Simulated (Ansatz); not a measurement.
(LiSH)4 cube (Li₄H₄S₄), relaxed as a singlet with RKS r2SCAN-D4/def2-SVP in Ansatz, starting from the GFN2-xTB geometry. Force threshold 0.02 eV/Å.

Start:

Cartesian coordinates in Å:
```
Li -0.8135 -0.2708 1.7978
Li 0.7013 1.8606 -0.1384
Li -1.3814 -0.2952 -1.4054
Li 1.4932 -1.2936 -0.2553
S 1.5323 0.3248 1.5591
S -1.6561 1.4353 0.2822
S -0.7784 -2.0625 0.1527
S 0.9022 0.3018 -1.9945
H 2.4454 0.5178 2.4898
H -2.6440 2.2916 0.4503
H -1.2425 -3.2926 0.2451
H 1.4414 0.4828 -3.1835
```

Q: Estimate the energy that the relaxation releases and the steps that it takes.

A: 0.04 eV, in 3 steps; 8.5 s on 4 threads of Arm Neoverse V1 on a shared host. No frequencies were taken in this run, so the end may be a saddle point.

Q: Does the start keep its bonding and symmetry?

A: By distances, no bond broke or formed. The bond that changes most is S7–H11, from 1.32 to 1.34 Å (atoms count from 1). Point group Td at the start, Td at the end, both within 0.05 Å.

Q: Predict the relaxed structure.

A: 
Cartesian coordinates in Å:
```
Li -0.821 -0.274 1.814
Li 0.708 1.877 -0.139
Li -1.394 -0.297 -1.419
Li 1.507 -1.306 -0.257
S 1.519 0.323 1.546
S -1.642 1.423 0.281
S -0.772 -2.045 0.150
S 0.895 0.298 -1.978
H 2.450 0.522 2.495
H -2.650 2.296 0.453
H -1.246 -3.300 0.244
H 1.445 0.482 -3.190
```
Bond lengths (bridged metal pairs left out): 12 × Li–S 2.43 Å; 4 × H–S 1.34 Å.
